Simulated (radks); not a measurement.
Values are calculated unless marked as measured or tabulated.
Valence configurations of neutral thallium. Code: a radial shooting solver on a logarithmic mesh with Libxc functionals. Model: Dirac Kohn-Sham, PBE, spin-unpolarised, spherical densities, point nucleus; open shells are shared between the two j in proportion to 2j + 1. Energies are relative to [Hg] 6p1; eigenvalues in eV.

valence,E (eV),e(4f5/2),e(4f7/2),e(5d3/2),e(5d5/2),e(6p1/2)
[Hg] 6p1,0.000,-116.20,-111.60,-16.775,-14.580,-3.147
[Xe] 4f12 5d10 6s2 6p3,257.00,-153.83,-148.95,-28.833,-26.043,-5.851
[Xe] 4f14 5d10 6p3,14.955,-119.83,-115.23,-20.212,-17.970,-4.849
[Xe] 4f14 5d9 6s2 6p2,14.571,-121.87,-117.27,-21.108,-18.785,-4.507
[Xe] 4f14 5d8 6s2 6p3,32.241,-127.56,-122.95,-25.298,-22.849,-5.761
[Xe] 4f12.5 5d10 6s2 6p2.5,186.09,-144.17,-139.36,-25.752,-23.111,-5.196
[Xe] 4f14 5d10 6s0.5 6p2.5,11.075,-118.98,-114.38,-19.416,-17.186,-4.464
[Xe] 4f12 5d10 6p5,276.05,-157.06,-152.18,-31.811,-28.982,-7.267
[Xe] 4f11 5d10 6s1 6p5,423.01,-175.20,-170.17,-36.587,-33.481,-7.832
[Xe] 4f12.5 5d9.5 6s2 6p3,196.52,-147.14,-142.33,-27.949,-25.245,-5.830

NIST lists [Hg] 6p1 as the ground configuration; this level of theory agrees among the configurations tried. The energies are those of spherical spin-averaged densities, not of single terms.
